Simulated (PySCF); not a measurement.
Species: C7H9NOS.
SMILES with atom numbers: `[CH2:1]=[CH:2][CH2:3][c:4]1[n:5][cH:6][c:7]([CH2:8][OH:9])[s:10]1`

Structure used (GFN2-xTB), in Å, numbered top down from 1:
```xyz
19
C7H9NOS angstrom
C      3.232    1.197   -0.165
C      2.681    0.017   -0.369
C      1.977   -0.777    0.697
C      0.514   -0.767    0.430
N     -0.156   -1.733   -0.080
C     -1.463   -1.428   -0.246
C     -1.836   -0.181    0.150
C     -3.180    0.467    0.070
O     -3.359    1.205   -1.118
S     -0.446    0.666    0.760
H      3.712    1.746   -0.957
H      3.233    1.664    0.807
H      2.679   -0.436   -1.351
H      2.316   -1.814    0.679
H      2.176   -0.341    1.678
H     -2.122   -2.168   -0.663
H     -3.333    1.109    0.950
H     -3.955   -0.303    0.055
H     -2.679    1.887   -1.171
```

Definitions: NICS(0) = −σiso at the ring centroid; NICS(1) = −σiso and NICS(1)zz = −σzz at ±1 Å along the ring normal z. Level: GIAO PBE0/pcSseg-1 (PySCF, non-relativistic, gas phase) on the GFN2-xTB geometry, one conformer.

Ring bond lengths (Å), with Mayer bond orders in brackets: C4–N5 1.281 (1.68), N5–C6 1.353 (1.29), C6–C7 1.361 (1.54), C7–S10 1.738 (1.16), S10–C4 1.756 (1.08).

Q: Give the NICS values of each ring in ppm.

A: 
```json
{"ring": "C4–N5–C6–C7–S10", "type": "5-membered ring with N and S; formal bonds all aromatic", "NICS(0)": "-10.6", "NICS(1), two faces": "-10.7 / -10.5", "NICS(1)zz, two faces": "-24.2 / -22.9", "rms pucker (Å)": "0.00", "centre to ring atoms, mean (Å)": "1.27"}
```

Q: What do they say, and how far can they be read as aromaticity?

A: 
- C4–N5–C6–C7–S10: mean NICS(1)zz -23.6 ppm, shielded. For a flat ring without four-coordinate atoms the NICS criterion counts such a value as aromatic.

Q: How equal are the bonds by HOMA? HOMA = 1 − mean of α(R − Ropt)² over the ring bonds, with Krygowski's 1993 parameters (CC: Ropt 1.388 Å, α 257.7 Å⁻²; CN: Ropt 1.334 Å, α 93.52 Å⁻²; CS: Ropt 1.677 Å, α 94.09 Å⁻²).

A: 
- C4–N5–C6–C7–S10: HOMA 0.71; the largest term is that of S10–C4, α(R − Ropt)² = 0.59. The geometric and the magnetic index point the same way.

Q: What is the mean of the two in-plane components of NICS at the first NICS(1) probe listed for ring C4–N5–C6–C7–S10, 1 Å off the ring?

A: The isotropic value is a third of the trace: (3 × -10.7 − (-24.2))/2 = -3.9 ppm.

Q: Give the inner angles of the rings and the Hirshfeld charges of the ring atoms.

A: 
- C4–N5–C6–C7–S10: C4 113.9° (+0.056 e), N5 112.6° (-0.176 e), C6 115.8° (-0.023 e), C7 109.3° (-0.042 e), S10 88.4° (+0.086 e); sum 540.0° against 540° for a flat convex ring.

Q: How shielded are the nuclei of the rings and their hydrogens (means over atoms taken as equivalent)?

A: 
```tsv
atoms	environment	σ isotropic (ppm)
C4	substituted aromatic carbon	11.3
N5	pyridine-type nitrogen	-90.4
C6	aromatic CH next to a ring nitrogen	42.3
C7	substituted aromatic carbon	34.6
S10	thiophene-type sulfur	232.9
H16	aromatic hydrogen	24.14
```
